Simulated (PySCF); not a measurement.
How methods differ on the electron affinity of Ge

Ge⁻ [Ar] 3d10 4s2 4p3 (4S) → Ge [Ar] 3d10 4s2 4p2 (3P), as a difference of total energies. Calculation: PySCF 2.14, in aug-cc-pVTZ-PP with one added diffuse shell each of s, d, f type with ECP10MDF (7s5p5d3f, 68 functions); a scalar-relativistic core potential. Correlated levels: valence: 3s2 3p6 3d10 frozen. The calculations carry no spin-orbit coupling.

```
           method  electron affinity (eV)
              UHF                   0.837
              LDA                   1.523
              PBE                   1.396
             PBE0                   1.366
           r2SCAN                   1.478
        BHandHLYP                   1.108
          wB97X-V                   1.099
             MN15                   1.352
          r2SCANh                   1.465
    MP2 (valence)                   1.304
SCS-MP2 (valence)                   1.137
```

Question: How much does correlation contribute at MP2 (valence)?

Answer: 1.304 − (0.837) = 0.467 eV, measured against UHF.

The reference lies between the lowest fine-structure levels, while these numbers refer to the centres of the terms.

Errors of the correlated levels include the incompleteness of this basis and the frozen core.

In the anion the highest occupied orbital energy is positive at LDA, PBE, PBE0, r2SCAN, MN15, r2SCANh, a self-interaction effect; the basis confines that electron, and the energy difference can still be sensible.

For comparison: 1.233 eV (measured; photodetachment measurements, as compiled on the Wikipedia data page of electron affinities).
